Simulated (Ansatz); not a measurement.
C2H6BBrS (`CSB(C)Br`), relaxed with RKS PBE0-D4/def2-TZVP in Ansatz 0.2.0 from a PBE-D4/def2-SVP geometry. The force threshold is 0.005 eV/Å; the program also tests the step.

Charge 0, multiplicity 1.

Start:

```xyz
11

C     1.923   -0.072   -1.158
S     0.226   -0.722   -0.958
B    -0.491    0.144    0.435
C    -1.961   -0.194    0.874
Br    0.516    1.490    1.412
H     2.365   -0.596   -2.026
H     2.524   -0.275   -0.253
H     1.902    1.017   -1.347
H    -1.971   -0.556    1.925
H    -2.586    0.725    0.860
H    -2.446   -0.961    0.237
```

(1) By how much does the energy fall, and how many steps does the optimiser take? (Best estimate.)

(2) Which bonds change most? (Best estimate.)

(3) Give the relaxed structure. (Estimate.)

## Answers

(1) Computed: 0.04 eV, in 5 steps.

(2) The calculation gave: C1–S2 from 1.828 to 1.804 Å; C4–H9 from 1.112 to 1.095 Å; C1–H7 from 1.106 to 1.088 Å; C1–H8 from 1.106 to 1.088 Å.

(3) Ansatz gave: 
```xyz
11

C     1.903   -0.070   -1.148
S     0.228   -0.710   -0.954
B    -0.484    0.139    0.431
C    -1.944   -0.192    0.867
Br    0.513    1.469    1.417
H     2.340   -0.589   -2.001
H     2.494   -0.268   -0.256
H     1.882    1.001   -1.343
H    -1.956   -0.539    1.905
H    -2.559    0.712    0.839
H    -2.416   -0.953    0.243
```
